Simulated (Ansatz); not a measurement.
Ansatz results at the PBE0-D4/def2-TZVP geometry: HOMO energy (B3LYP/def2-TZVPP) -6.44 eV; LUMO energy (B3LYP/def2-TZVPP) -0.30 eV; HOMO–LUMO gap (PBE0/def2-TZVPP) 6.58 eV.

**Question.** Which molecule gave them?
A. `O[Si]1(F)C[Se]1`
B. `Cl[CH]1[CH2][GeH2]1`
C. `O[SiH]1CN1`
D. `C1=C=CC=1`

**Answer.** B. The others give `O[SiH]1CN1`: -6.62, 0.39, 7.59; `O[Si]1(F)C[Se]1`: -6.60, -1.05, 6.06; `C1=C=CC=1`: -6.76, -1.68, 5.57.

B3LYP here is the variant with VWN-RPA as its local correlation; programs differ in this.
